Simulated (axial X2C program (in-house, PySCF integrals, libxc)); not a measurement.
## Spectroscopic constants of LiHg⁻

All values were computed with an in-house relativistic program for diatomic molecules. Spin-free means the one-electron spin-free X2C Hamiltonian; two-component (2c) means X2C with spin–orbit coupling and atomic mean-field two-electron Coulomb and Gaunt terms, so the difference of the two also holds small scalar two-electron terms. Basis: Hg dyall-acv3z [14s15p10d6f4g], Li dyall-av3z [9s9p3d] (cores contracted in-house); Gaussian nuclei, density fitting, unrestricted open shells. Masses: Hg 201.971 u, Li 7.016 u.

State, spin-free: M_S = 0, Λ = 0 (closed shell); electrons by block: σα: 16, σβ: 16, π+α: 8, π+β: 8, π-α: 8, π-β: 8, δ+α: 4, δ+β: 4, δ-α: 4, δ-β: 4, φ+α: 1, φ+β: 1, φ-α: 1, φ-β: 1. Fragments: Hg + Li-.

State, 2c: Ω = 0 (closed shell); electrons by block: 1/2: 24, -1/2: 24, 3/2: 12, -3/2: 12, 5/2: 5, -5/2: 5, 7/2: 1, -7/2: 1. Fragments: Hg + Li-.

```csv
Hamiltonian,level,Re (Å),ωe (cm⁻¹),ωexe (cm⁻¹),Be (cm⁻¹),αe (cm⁻¹),De (eV),D0 (eV),k (mdyn/Å)
spin-free,MP2,3.428,84.4,1.89,0.2115,0.00787,0.150,0.144,0.0285
spin-free,CCSD(T),3.562,74.8,1.07,0.1959,0.00649,n/a,n/a,0.0224
2c,MP2,3.298,94.0,2.43,0.2286,0.00874,0.169,0.163,0.0353
```

Correlated methods: 14 electrons correlated (number of frozen shells: Hg 5 s, 4 p, 2 d, 1 f; Li 1 s), 296 virtual spin orbitals or spinors in MP2.

Dipoles are positive if Li is the positive end and refer to the centre of mass.

The state is a single determinant with fixed occupations, the lowest that a limited PBE0 search found. De is counted from the lowest determinant-based energies of the atoms at the same level, without counterpoise correction. De is not given where an atomic determinant may have missed its ground term or J level, or where the truncated virtual space spoils (T). Coupled cluster ran in a truncated set of natural virtual spinors; the MP2 energy of the rest was added. (T) has no such correction and the atoms are truncated less, which lowers De at CCSD(T) by a hundredth of an eV or more. PBE0 can misorder states that lie within some tenths of an eV, so this need not be the ground state of the molecule. The nearest other spin-free determinant of the search, M_S = 1, Λ = 0, lies 0.39 eV up at the distance of the search.

No reliable constants came from BHandHLYP (2c), BHandHLYP (spin-free), CCSD (2c), CCSD (spin-free), CCSD(T) (2c), HF (2c), HF (spin-free), PBE0 (2c), PBE0 (spin-free): no minimum in range, unconverged points, a curve that is not smooth, a change of character along it, or the two Hamiltonians disagreeing along it.

The whole task took 4.8 min on 1 thread of Arm Neoverse V1 (shared host).
